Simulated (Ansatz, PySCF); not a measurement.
Potential energy curve for BrMg (cation, charge +1), lowest singlet found (which spin is the ground state isn't settled by this scan).

- UHF/cc-pVDZ (Ansatz, an electronic-structure program)
- RHF/cc-pVDZ (Ansatz)
- UKS-BLYP = Ansatz with unrestricted BLYP/cc-pVDZ
- RKS-BLYP = Ansatz with restricted BLYP/cc-pVDZ
- UKS-PBE0 = unrestricted PBE0/cc-pVDZ run with Ansatz
- RKS-PBE0 = Ansatz with restricted PBE0/cc-pVDZ
- UKS-PBE = unrestricted PBE/cc-pVDZ in Ansatz
- RKS-PBE = Ansatz with restricted PBE/cc-pVDZ
- UKS-B3LYP/6-31G* = unrestricted B3LYP/6-31G*, spherical d run with PySCF
- RKS-B3LYP/6-31G* = restricted B3LYP/6-31G*, spherical d in PySCF
- UKS-M06-2X/6-31G* = unrestricted M06-2X/6-31G*, spherical d run with PySCF
- RKS-M06-2X/6-31G* = restricted M06-2X/6-31G*, spherical d run with PySCF

Scanned distances (Å): 1.88, 2.04, 2.18, 2.27, 2.39, 2.49, 2.58, 2.61, 2.70, 2.85, 2.96, 3.09, 3.30, 3.50.

Where does the unrestricted solution first break spin symmetry (<S²> of 0.01 or more)?

UHF: between 2.70 and 2.85 Å; UKS-BLYP: between 2.70 and 2.85 Å; UKS-PBE0: between 2.96 and 3.09 Å; UKS-PBE: between 2.85 and 2.96 Å; UKS-B3LYP/6-31G*: between 2.96 and 3.09 Å; UKS-M06-2X/6-31G*: between 2.85 and 2.96 Å.

| R / Å | <S²> UHF | E(RHF) − E(UHF) / kJ/mol | <S²> UKS-BLYP | E(RKS-BLYP) − E(UKS-BLYP) / kJ/mol | <S²> UKS-PBE0 | E(RKS-PBE0) − E(UKS-PBE0) / kJ/mol | <S²> UKS-PBE | E(RKS-PBE) − E(UKS-PBE) / kJ/mol | <S²> UKS-B3LYP/6-31G* | E(RKS-B3LYP/6-31G*) − E(UKS-B3LYP/6-31G*) / kJ/mol | <S²> UKS-M06-2X/6-31G* | E(RKS-M06-2X/6-31G*) − E(UKS-M06-2X/6-31G*) / kJ/mol |
|---|---|---|---|---|---|---|---|---|---|---|---|---|
| 1.88 | 0.00 | 0.0 | 0.00 | 0.0 | 0.00 | 0.0 | 0.00 | 0.0 | 0.00 | 0.0 | 0.00 | 0.0 |
| 2.04 | 0.00 | 0.0 | 0.00 | 0.0 | 0.00 | 0.0 | 0.00 | 0.0 | 0.00 | 0.0 | 0.00 | 0.0 |
| 2.18 | 0.00 | 0.0 | 0.00 | 0.0 | 0.00 | 0.0 | 0.00 | 0.0 | 0.00 | 0.0 | 0.00 | 0.0 |
| 2.27 | 0.00 | 0.0 | 0.00 | 0.0 | 0.00 | 0.0 | 0.00 | 0.0 | 0.00 | 0.0 | 0.00 | 0.0 |
| 2.39 | 0.00 | 0.0 | 0.00 | 0.0 | 0.00 | 0.0 | 0.00 | 0.0 | 0.00 | 0.0 | 0.00 | 0.0 |
| 2.49 | 0.00 | 0.0 | 0.00 | 0.0 | 0.00 | 0.0 | 0.00 | 0.0 | 0.00 | 0.0 | 0.00 | 0.0 |
| 2.58 | 0.00 | 0.0 | 0.00 | 0.0 | 0.00 | 0.0 | 0.00 | 0.0 | 0.00 | 0.0 | 0.00 | 0.0 |
| 2.61 | 0.00 | 0.0 | 0.00 | 0.0 | 0.00 | 0.0 | 0.00 | 0.0 | 0.00 | 0.0 | 0.00 | 0.0 |
| 2.70 | 0.00 | 0.0 | 0.00 | 0.0 | 0.00 | 0.0 | 0.00 | 0.0 | 0.00 | 0.0 | 0.00 | 0.0 |
| 2.85 | 0.44 | 9.8 | 0.03 | 0.0 | 0.00 | 0.0 | 0.00 | 0.0 | 0.00 | 0.0 | 0.00 | 0.0 |
| 2.96 | 1.01 | 29.2 | 0.15 | 0.8 | 0.00 | 0.0 | 0.09 | 0.3 | 0.00 | 0.0 | 0.06 | 0.5 |
| 3.09 | 1.01 | 65.6 | 0.27 | 2.8 | 0.16 | 0.6 | 0.22 | 1.9 | 0.14 | 0.7 | 0.28 | 5.4 |
| 3.30 | 1.01 | 118.6 | 0.42 | 7.5 | 0.62 | 11.6 | 0.38 | 6.3 | 0.52 | 7.0 | 0.89 | 34.4 |
| 3.50 | 1.01 | 163.0 | 0.52 | 12.5 | 0.89 | 31.5 | 0.59 | 12.3 | 0.80 | 20.8 | 1.00 | 68.4 |
